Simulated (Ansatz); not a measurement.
`BN[SiH2]NC` + `C=CCCCl` → `CN[SiH2]CCl` + `BNCC=C`  (formal exchange of groups at the Si–N bond)

Computed with Ansatz on PBE0-D4/def2-TZVP structures; ΔE is electronic, products minus reactants. CCSD(T)/CBS is the MP2 limit (def2-TZVPP, def2-QZVPP) plus CCSD(T) − MP2 in def2-TZVPP, frozen cores. DFT in def2-TZVPP. Each species was taken in one conformer, which may not be the lowest.

`BN[SiH2]NC`:

```xyz
14

B    -1.302   -1.116   -1.759
N    -0.007   -0.744   -1.386
Si    0.481    0.770   -0.657
N     0.998    0.665    0.963
C     0.159    0.272    2.074
H    -2.200   -0.339   -1.595
H    -1.500   -2.200   -2.232
H     0.720   -1.433   -1.530
H    -0.727    1.620   -0.764
H     1.649    1.308   -1.402
H     1.984    0.675    1.166
H    -0.891    0.421    1.810
H     0.277   -0.782    2.352
H     0.358    0.883    2.959
```

`C=CCCCl`:

```xyz
12

C    -0.983    1.739   -0.277
C    -0.827    0.423   -0.284
C     0.063   -0.325    0.652
C     1.153   -1.116   -0.045
Cl    0.487   -2.431   -1.057
H    -1.642    2.234   -0.981
H    -0.461    2.370    0.436
H    -1.366   -0.178   -1.012
H    -0.529   -1.017    1.262
H     0.550    0.376    1.338
H     1.741   -0.483   -0.709
H     1.815   -1.593    0.677
```

`CN[SiH2]CCl`:

Cartesian coordinates in Å:
```
C 0.702 1.438 1.051
N -0.538 0.735 0.797
Si -0.873 -0.076 -0.668
C 0.219 -1.578 -1.015
Cl 0.065 -2.748 0.330
H 0.551 2.252 1.765
H 1.062 1.890 0.122
H 1.501 0.791 1.436
H -0.978 0.380 1.631
H -2.280 -0.543 -0.624
H -0.637 0.866 -1.800
H 1.275 -1.314 -1.092
H -0.070 -2.093 -1.933
```

`BNCC=C`:

Cartesian coordinates in Å:
```
B 0.300 -2.282 -0.679
N -0.313 -1.173 -0.123
C 0.337 -0.049 0.524
C 0.073 1.239 -0.188
C -0.500 2.295 0.370
H -0.381 -3.121 -1.194
H 1.494 -2.369 -0.627
H -1.316 -1.077 -0.174
H 1.409 -0.262 0.533
H 0.010 0.036 1.566
H 0.372 1.269 -1.234
H -0.814 2.282 1.410
H -0.670 3.211 -0.184
```

(1) Is it downhill or uphill in electronic energy at CCSD(T)/CBS, and by how much? (Best estimate.)

(2) What do these levels give: PBE0-D4, PBE, PBE0, HF/def2-TZVPP, MP2/def2-TZVPP, CCSD/def2-TZVPP, CCSD(T)/def2-TZVPP, MP2/def2-QZVPP, SCS-MP2/def2-QZVPP, HF/CBS(def2), MP2/CBS(def2), CCSD/CBS(def2)? (An estimate is asked.)

Largest T1 diagnostic among the species: 0.012.

Answers

(1) The calculation gave: Uphill: ΔE = +0.95 eV.

(2) Computed: PBE0-D4 0.87, PBE 0.82, PBE0 0.87, HF/def2-TZVPP 1.01, MP2/def2-TZVPP 1.00, CCSD/def2-TZVPP 0.96, CCSD(T)/def2-TZVPP 0.95, MP2/def2-QZVPP 1.00, SCS-MP2/def2-QZVPP 0.99, HF/CBS(def2) 1.02, MP2/CBS(def2) 1.00, CCSD/CBS(def2) 0.96 eV.

From PBE to PBE0 (25 % exact exchange), in def2-TZVPP and without D4, ΔE moves by +0.05 eV.
